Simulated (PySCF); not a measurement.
PySCF 2.14 output of an unrestricted TPSSh calculation on a single atom or ion in ANO-RCC-VTZP, with the spin-free X2C one-electron Hamiltonian (Gaussian nucleus):

```
SCF conv_tol = 1e-09
number electrons alpha = 21  beta = 19
    V. N. Staroverov, G. E. Scuseria, J. Tao, and J. P. Perdew.,  J. Chem. Phys. 119, 12129 (2003)
cycle= 1 E= -3598.00225463693  delta_E= -0.0107  |g|= 0.0471  |ddm|= 0.144
cycle= 2 E= -3598.00261594023  delta_E= -0.000361  |g|= 0.0122  |ddm|= 0.0324
cycle= 3 E= -3598.00264159713  delta_E= -2.57e-05  |g|= 0.000888  |ddm|= 0.0085
cycle= 4 E= -3598.00264229088  delta_E= -6.94e-07  |g|= 0.000802  |ddm|= 0.00225
cycle= 5 E= -3598.00264253475  delta_E= -2.44e-07  |g|= 5.19e-05  |ddm|= 0.000718
cycle= 6 E= -3598.00264253656  delta_E= -1.82e-09  |g|= 4.72e-06  |ddm|= 8.53e-05
cycle= 7 E= -3598.00264253658  delta_E= -1.91e-11  |g|= 3.12e-08  |ddm|= 9.81e-06
converged SCF energy = -3598.00264253658  <S^2> = 2.0044098  2S+1 = 3.0029384
```

The run itself started from symmetry-adapted Hartree-Fock orbitals and held the occupation by maximum overlap, on a logarithmic radial grid, so the iterations belong to that start.

Problem. Which element, charge and spin multiplicity is this?

Solution. Zr (zirconium, neutral), multiplicity 3; the state was [Kr] 4d2 5s2, high-spin 3F determinant.
